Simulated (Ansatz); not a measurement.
Species, as SMILES: [B]=N (B-NH), doublet.
Atoms: B1, N2, H3. Bonds: B1-N2, N2-H3.

Basis-set convergence of the optimised N2-H3 bond length at B3LYP with Ansatz (a first-principles code). All functions are spherical. The program fits the integrals of some runs and decomposes those of others, by size. Open shells are unrestricted. No added dispersion term, no relativity. Reference: the value in aug-pcseg-3, 0.9920 Å. Deviations are taken from unrounded values.

```tsv
basis	functions	optimised N2-H3 bond length (Å)	minus reference (Å)
def2-SV(P)	30	0.9998	0.0078
def2-SVP	33	1.0001	0.0081
def2-SVPD	48	0.9999	0.0079
def2-TZVP	68	0.9931	0.0011
def2-TZVPP	76	0.9926	0.0006
def2-TZVPD	83	0.9935	0.0015
def2-TZVPPD	91	0.9927	0.0007
def2-QZVPP	144	0.9919	0.0000
def2-QZVPPD	159	0.9920	0.0000
```

The smallest set listed that lies within 0.005 Å of the reference with all its larger relatives (same family, alike in diffuse functions; a set with none counts only in the reference's own line) is def2-TZVP (68 functions, 0.0011 Å off).
